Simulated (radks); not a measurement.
Isoelectronic series with 14 electrons, each ion in its NIST ground configuration. Method: Dirac Kohn-Sham, BLYP, spin-unpolarised, spherical densities, finite nucleus; open shells fill j = l - 1/2 first; Fermi nuclear charge, rms radius of each element as measured or else 0.836 A^(1/3) + 0.57 fm; computed with a radial shooting solver on a logarithmic mesh with Libxc functionals. Total energies (hartree) and orbital eigenvalues (eV) (* marks an orbital that is empty in some or all of the ions):

ion,configuration,E (hartree),3p3/2*,3p1/2,3s1/2,2p3/2,2p1/2
Si,[Ne] 3s2 3p2,-290.00133,-3.9045,-3.9367,-10.6673,-95.3009,-95.9503
K5+,[Ne] 3s2 3p2,-594.03240,-88.8045,-89.2029,-107.3580,-365.7869,-368.7169
Cr10+,[Ne] 3s2 3p2,-1011.92764,-253.1831,-254.7552,-284.3192,-810.9019,-819.6896
Cu15+,[Ne] 3s2 3p2,-1545.08873,-494.4012,-498.6610,-539.7855,-1427.413,-1448.300
Se20+,[Ne] 3s2 3p2,-2195.57080,-812.2044,-821.6205,-874.5540,-2215.060,-2257.807
Ru30+,[Ne] 3s2 3p2,-3859.56996,-1678.618,-1710.985,-1788.608,-4305.461,-4440.143
In35+,[Ne] 3s2 3p2,-4880.19318,-2228.217,-2281.827,-2372.498,-5609.721,-5826.828
Xe40+,[Ne] 3s2 3p2,-6032.51546,-2856.293,-2940.623,-3044.934,-7088.021,-7422.408
